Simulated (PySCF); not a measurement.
An unknown gives this computed stick spectrum. Theory: TDDFT CAM-B3LYP/def2-SVPD, vertical, gas phase, core orbitals frozen in the response (PySCF). Geometries: GFN2-xTB, one conformer each.

| state | λ (nm) | f |
| --- | --- | --- |
| S1 | 212.8 | 0.376 |
| S2 | 205.0 | 0.0002 |
| S3 | 185.6 | 0.0048 |
| S4 | 178.5 | 0.0001 |
| S5 | 174.4 | 0.206 |
| S6 | 161.1 | 0.153 |
| S7 | 160.8 | 0.0001 |
| S8 | 157.7 | 0.023 |

Orbital energies (eV): HOMO-3 -11.90, HOMO-2 -11.57, HOMO-1 -10.12, HOMO -7.72, LUMO 0.74, LUMO+1 1.18, LUMO+2 1.71.

Question: Which structure fits? All have the formula C6H6F2.
A. `C=C[C@]1(F)C=C(F)C1`
B. `C/C(F)=C1/C=C(F)C1`
C. `C=C/C(F)=C/C=C/F`
D. `FC(/C=C/C=C\F)=C`

Answer: B. Its S1 lies at 5.83 eV; the nearest of the others has S1 at 4.90 eV. S1 is HOMO→LUMO (95%). Löwdin shares by element: HOMO carbon 74% or more (atoms not listed hold the other 26%); LUMO carbon 73% or more (atoms not listed hold the other 27%). At the same level the other candidates give, for their lowest levels:
- `C=C[C@]1(F)C=C(F)C1`: 178 nm (f 0.279); 172 nm (f 0.019); 169 nm (f 0.027); 164 nm (f 0.041); 164 nm (f 0.112); T1 4.46 eV; HOMO -9.02, LUMO 0.83 eV
- `C=C/C(F)=C/C=C/F`: 253 nm (f 1.079); 207 nm (f 0.001); 189 nm (f 0.007); 186 nm (f 0.002); 182 nm (f 0.004); T1 2.52 eV; HOMO -7.56, LUMO -0.60 eV
- `C=C(F)/C=C/C=C\F`: 253 nm (f 1.079); 201 nm (f 0.005); 194 nm (f 0.000); 185 nm (f 0.000); 178 nm (f 0.000); T1 2.55 eV; HOMO -7.69, LUMO -0.70 eV
Triplets come from the Tamm–Dancoff approximation.
